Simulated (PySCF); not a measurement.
Simulation results for Al2H3N2, CH5Al2N, CH5AlNSi

All values are calculated (PySCF 2.14.0). Calculation on a computer-drawn molecule: the log of a Hartree-Fock and frozen-core CCSD(T) single point meant for a local Hartree-Fock minimum, with one planted fault or none, to be diagnosed. Offsets are logged minus clean, where the clean run is the same molecule without the fault. The reference is restricted for singlets and unrestricted otherwise, and also for a bond in bohr or an excited solution. Adding or removing an electron swaps singlet and doublet. The excited solution moves the top pair (singlet) or top alpha electron (doublet) to the lowest empty orbital. Highest occupied and lowest empty are orbital energies over both spins, largest force is the largest gradient component, triples share is (T) over the correlation energy, the T1 limit is 0.02 restricted and 0.045 unrestricted, electrons count all cores, a negative frequency is imaginary (commonest isotopes), and the dipole is about the centre of nuclear charge.

Common to all runs: meant basis cc-pV(D+d)Z; logged SCF converged yes; logged CC converged yes; logged SCF stable within its kind yes; possible faults no fault, one electron removed, one electron added, multiplicity raised by two, geometry at a saddle point, SCF held on an excited solution, minimal basis STO-3G, one bond length entered in bohr, all coordinates scaled.

```yaml
- entry: 1
  formula: Al2H3N2
  logged_structure:
    atoms_angstrom:
      - ["N", 3.2095, 1.1395, 0.9475]
      - [Al, 1.8833, 0.7374, -0.0219]
      - [Al, -0.2557, 0.0906, -1.5858]
      - ["N", -1.6922, -0.3435, -2.636]
      - [H, 4.0432, 1.3918, 1.557]
      - [H, -1.6394, -0.7699, -3.6256]
      - [H, -2.7286, -0.2144, -2.3653]
  given:
    meant_charge: 1
    meant_multiplicity: 1
    logged_electrons: 42
    logged_basis_functions: 89
    logged_spin_squared: 0.0
    "logged_highest_occupied [eV]": -12.797
    "logged_lowest_empty [eV]": -5.2449
    "logged_largest_force [hartree/bohr]": 0.059501
    logged_T1_diagnostic: 0.039474
    logged_D1_diagnostic: 0.1131
    logged_triples_share: 0.047986
    "logged_dipole_magnitude [debye]": 7.59
    "logged_energy_HF [hartree]": -594.17948
    "logged_energy_CCSD(T) [hartree]": -594.69303
    drawn_bonds_atom: [1, 2, 3, 1, 4, 4]
    drawn_bonds_other_atom: [2, 3, 4, 5, 6, 7]
    drawn_bonds_order: [2, 1, 1, 1, 1, 1]
  results:
    planted_fault: "all coordinates scaled, by +7.0 %"
    "HF_energy_offset_from_clean_run [kcal/mol]": 21.64
    "CCSD(T)_energy_offset_from_clean_run [kcal/mol]": 9.475
  notes: ["T1 above single-reference limit"]
- entry: 2
  formula: CH5Al2N
  logged_structure:
    atoms_angstrom:
      - ["N", 0.1996, 3.109, -2.0277]
      - [Al, -0.3244, 1.7562, -1.6948]
      - [C, -1.0759, 0.1663, -1.3032]
      - [Al, -2.9036, 0.0735, -1.2778]
      - [H, 0.576, 3.928, -2.2293]
      - [H, -0.7078, -0.4929, -1.9958]
      - [H, -0.7059, -0.0969, -0.3848]
      - [H, -3.6257, -0.2678, -2.5153]
      - [H, -3.6217, 0.3456, -0.0208]
  given:
    meant_charge: 0
    meant_multiplicity: 1
    logged_electrons: 44
    logged_basis_functions: 99
    logged_spin_squared: 0.0
    "logged_highest_occupied [eV]": -9.2991
    "logged_lowest_empty [eV]": 1.2237
    "logged_largest_force [hartree/bohr]": 0.084459
    logged_T1_diagnostic: 0.017315
    logged_D1_diagnostic: 0.047574
    logged_triples_share: 0.030113
    "logged_dipole_magnitude [debye]": 3.4973
    "logged_energy_HF [hartree]": -578.97399
    "logged_energy_CCSD(T) [hartree]": -579.46179
    drawn_bonds_atom: [1, 2, 3, 1, 3, 3, 4, 4]
    drawn_bonds_other_atom: [2, 3, 4, 5, 6, 7, 8, 9]
    drawn_bonds_order: [2, 1, 1, 1, 1, 1, 1, 1]
  results:
    planted_fault: "all coordinates scaled, by -6.7 %"
    "HF_energy_offset_from_clean_run [kcal/mol]": 28.73
    "CCSD(T)_energy_offset_from_clean_run [kcal/mol]": 36.06
- entry: 3
  formula: CH5Al2N
  logged_structure:
    atoms_angstrom:
      - ["N", 0.2139, 3.3322, -2.1734]
      - [Al, -0.3477, 1.8823, -1.8165]
      - [C, -1.1532, 0.1782, -1.3968]
      - [Al, -3.1121, 0.0788, -1.3695]
      - [H, 0.6173, 4.2101, -2.3894]
      - [H, -0.7586, -0.5283, -2.1391]
      - [H, -0.7565, -0.1039, -0.4124]
      - [H, -3.8861, -0.2871, -2.696]
      - [H, -3.8818, 0.3704, -0.0223]
  given:
    meant_charge: 0
    meant_multiplicity: 1
    logged_electrons: 44
    logged_basis_functions: 99
    logged_spin_squared: 0.0
    "logged_highest_occupied [eV]": -8.8715
    "logged_lowest_empty [eV]": 0.96299
    "logged_largest_force [hartree/bohr]": 2.6156e-05
    "logged_lowest_frequency [cm^-1]": 87.721
    logged_T1_diagnostic: 0.020225
    logged_D1_diagnostic: 0.056929
    logged_triples_share: 0.034068
    "logged_dipole_magnitude [debye]": 3.7266
    "logged_energy_HF [hartree]": -579.01978
    "logged_energy_CCSD(T) [hartree]": -579.51925
    drawn_bonds_atom: [1, 2, 3, 1, 3, 3, 4, 4]
    drawn_bonds_other_atom: [2, 3, 4, 5, 6, 7, 8, 9]
    drawn_bonds_order: [2, 1, 1, 1, 1, 1, 1, 1]
  results:
    planted_fault: "no fault"
    "HF_energy_offset_from_clean_run [kcal/mol]": 0.0
    "CCSD(T)_energy_offset_from_clean_run [kcal/mol]": 0.0
  notes: ["T1 above single-reference limit"]
- entry: 4
  formula: CH5AlNSi
  logged_structure:
    atoms_angstrom:
      - ["N", 2.4143, 3.7199, -2.6755]
      - [Al, 1.339, 2.5746, -2.0818]
      - [C, 0.0436, 1.1599, -1.3591]
      - [Si, 0.8186, -0.6507, -1.0561]
      - [H, 3.0779, 4.436, -3.0435]
      - [H, -0.8346, 1.0776, -2.1044]
      - [H, -0.3909, 1.5586, -0.3662]
      - [H, 1.976, -0.5835, -0.0061]
      - [H, 1.3629, -1.2457, -2.3964]
  given:
    meant_charge: 0
    meant_multiplicity: 2
    logged_electrons: 45
    logged_basis_functions: 99
    logged_spin_squared: 0.7546
    "logged_highest_occupied [eV]": -8.525
    "logged_lowest_empty [eV]": 0.74546
    "logged_largest_force [hartree/bohr]": 0.032501
    logged_T1_diagnostic: 0.023751
    logged_D1_diagnostic: 0.0695
    logged_triples_share: 0.038866
    "logged_dipole_magnitude [debye]": 3.8876
    "logged_energy_HF [hartree]": -625.98241
    "logged_energy_CCSD(T) [hartree]": -626.51464
    drawn_bonds_atom: [1, 2, 3, 1, 3, 3, 4, 4]
    drawn_bonds_other_atom: [2, 3, 4, 5, 6, 7, 8, 9]
    drawn_bonds_order: [2, 1, 1, 1, 1, 1, 1, 1]
  results:
    planted_fault: "all coordinates scaled, by +5.4 %"
    "HF_energy_offset_from_clean_run [kcal/mol]": 14.7
    "CCSD(T)_energy_offset_from_clean_run [kcal/mol]": 6.855
```
